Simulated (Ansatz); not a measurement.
Ansatz (an electronic-structure program) input (PBE0/def2-QZVPP):
A basis named .json is the Basis Set Exchange file of that set.

Ansatz 0.2 input:
```yaml
crystal:
  periodic: [false, false, false]
  atoms:
    - {symbol: Zr, position_ang: [-0.11279626, -0.20715239, -0.17930792]}
    - {symbol: O, position_ang: [1.39872802, 0.73811048, -0.50865874]}
    - {symbol: O, position_ang: [-0.83474674, 0.29765149, 1.40519833]}
basis:
  gaussian:
    orbitals: def2-QZVPP.json
hamiltonian:
  xc: {name: PBE0}
total_charge: -1
magnetization: {spin_polarized: true, initial_magnetization: 1}
```

End of the output:

```
integrals: 0.07 GiB planned
790 factors; their error is unknown
mean field: 0.97 GiB planned
mean field evaluation 1: about -5370.8159 eV, gradient 3.0e1 eV
mean field evaluation 2: about -5253.0633 eV, gradient 1.7e2 eV
mean field evaluation 4: about -5374.5387 eV, gradient 2.9e0 eV
mean field evaluation 8: about -5374.5857 eV, gradient 1.7e-1 eV
mean field evaluation 16: about -5374.5991 eV, gradient 1.0e-3 eV
mean field -5374.59905272 eV, -197.5128721535 hartree, gradient 4.1e-5 eV, S^2 0.753446; 0 other end points of the search recorded, 0 dependent functions left out
reference -5374.59910240 eV, -197.5128739790 hartree; 15, 14 occupied and 180, 181 virtual orbitals, 790 factors
Total energy: -5374.59910240 eV, -197.5128739790 hartree
```

The spin state was set by rule; other spins were not relaxed.
